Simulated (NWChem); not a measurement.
Molecule: KF; SMILES [F][K]

```xyz
2

K      0.0000     0.0000    -0.7084
F      0.0000     0.0000     1.4306
```
Atoms are numbered in this order, from 1.

Results from NWChem. Coordinates come from a PBE0/def2-SVP optimisation. Ions are spin-unrestricted doublets at the neutral geometry; other ion states weren't tried.

Problem. Estimate the computed values for B3LYP/def2-SVP. Quantities: vertical ionisation energy, ΔSCF (eV); −ε(HOMO) (eV).

Solution. The vertical ionisation energy, ΔSCF (eV) comes out as 9.35. The −ε(HOMO) (eV) is 5.43.
